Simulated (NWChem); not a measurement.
Species: MgSiH₄S; SMILES [SiH3][Mg][SH]

```xyz
7

Mg     0.0111    -0.1294     0.0007
S      0.0573    -2.4474    -0.0003
H     -1.2921    -2.5498    -0.0003
Si     0.0144     2.4437    -0.0003
H     -1.3662     3.0162     0.1477
H      0.5758     3.0166    -1.2696
H      0.8316     3.0164     1.1217
```
Atoms are numbered in this order, from 1.

Program: NWChem. Medium grid unless said otherwise, to which SCAN and Minnesota functionals are sensitive. Structure relaxed at the PBE0/def2-SVP level. Total energies of different functionals are on different scales.

| level | energy (Ha) | highest occupied level (eV) | orbital gap (eV) | dipole (D) |
|---|---|---|---|---|
| B3LYP/def2-TZVP | -890.2883 | -6.80 | 5.38 | 1.00 |
| PBE/def2-TZVP | -889.7677 | ___ | 4.03 | 1.00 |
| N12/def2-TZVP | -890.1630 | -5.68 | 4.04 | 1.06 |
| BHandHLYP/def2-TZVP | -890.2198 | -8.05 | 7.47 | 1.07 |
| RPBE/def2-TZVP | -890.1472 | -5.84 | 4.05 | 0.96 |
| SCAN/def2-TZVP | -890.2715 | -6.16 | 4.58 | 1.03 |
| M06-L/def2-TZVP | -890.2098 | -6.07 | 4.70 | 1.10 |
| revPBE/def2-TZVP | -890.0459 | -5.83 | 4.08 | 0.97 |
| M05-2X/def2-TZVP | -890.2020 | -8.15 | 7.54 | 1.14 |

Some entries are withheld; supply them.


- PBE/def2-TZVP, highest occupied level (eV): -5.89
